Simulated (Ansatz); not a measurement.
Isolated molecules relaxed with PBE0-D4/def2-TZVP in Ansatz; ΔE leaves out vibrations. CCSD(T)/CBS is the MP2 limit (def2-TZVPP, def2-QZVPP) plus CCSD(T) − MP2 in def2-TZVPP, frozen cores. Functionals use def2-TZVPP. For Ge outer-core shells are correlated without core-valence functions, which leaves a few kJ/mol of doubt a bond. Scalar relativity is left out up to krypton. One conformer a species, not always the lowest.

Consider the substitution at a C–Ge bond: `C[CH2][GeH]([OH])[OH]` + `COC(=O)O` → `CCOC(=O)OC` + `[OH][GeH2][OH]`.

`C[CH2][GeH]([OH])[OH]`:

Z-matrix (Å, degrees):
```
C
C 1 1.523
H 1 1.093 2 111.7
H 1 1.092 2 111.2 3 -120.2
H 1 1.093 2 111.2 3 119.8
Ge 2 1.934 1 113.1 3 61.6
H 2 1.093 1 111.2 3 -179.1
H 2 1.093 1 111.6 3 -60.0
O 6 1.784 2 108.0 1 62.7
O 6 1.777 2 106.0 1 179.3
H 6 1.549 2 116.5 1 -58.0
H 9 0.959 6 113.1 2 -141.2
H 10 0.959 6 113.3 2 -167.7
```

`COC(=O)O`:

```xyz
9

C    -0.690   -0.713   -0.970
O    -0.573   -0.297    0.387
C     0.469    0.480    0.638
O     1.292    0.846   -0.157
O     0.460    0.795    1.935
H    -1.580   -1.336   -1.010
H    -0.798    0.150   -1.628
H     0.189   -1.283   -1.273
H     1.230    1.358    2.078
```

`CCOC(=O)OC`:

Z-matrix (Å, degrees):
```
C
C 1 1.508
H 1 1.092 2 110.8
H 1 1.093 2 109.7 3 119.5
H 1 1.091 2 110.7 3 -121.2
O 2 1.434 1 111.5 3 56.5
H 2 1.090 1 111.4 3 -59.5
H 2 1.091 1 111.3 3 178.4
C 6 1.327 2 115.6 1 83.3
O 9 1.202 6 126.5 2 1.7
O 9 1.330 6 108.0 2 -178.5
C 11 1.423 9 114.5 6 -179.7
H 12 1.088 11 105.6 9 -180.0
H 12 1.091 11 110.7 9 60.5
H 12 1.091 11 110.7 9 -60.4
```

`[OH][GeH2][OH]`:

Cartesian coordinates in Å:
```
O 1.363 -0.668 0.373
Ge -0.136 -0.179 -0.443
O -1.421 0.142 0.737
H 1.945 0.068 0.572
H 0.145 1.096 -1.266
H -0.621 -1.392 -1.230
H -1.275 0.934 1.257
```

CCSD(T)/CBS gives +16.6 kcal/mol.

(1) Another level gave +16.0 kcal/mol. Which?
A. HF/def2-TZVPP
B. MP2/def2-TZVPP
C. PBE0-D4/def2-TZVPP
D. ωB97X-V/def2-TZVPP

Largest T1 diagnostic among the species: 0.014.

Answers

(1) C. PBE0-D4 16.0, MP2/def2-TZVPP 17.6, ωB97X-V 14.5, HF/def2-TZVPP 13.0 kcal/mol.

In def2-TZVPP, CCSD(T) changes the Hartree–Fock value by +2.9 kcal/mol (the triples alone add −0.1 kcal/mol) and MP2 by +4.5 kcal/mol.
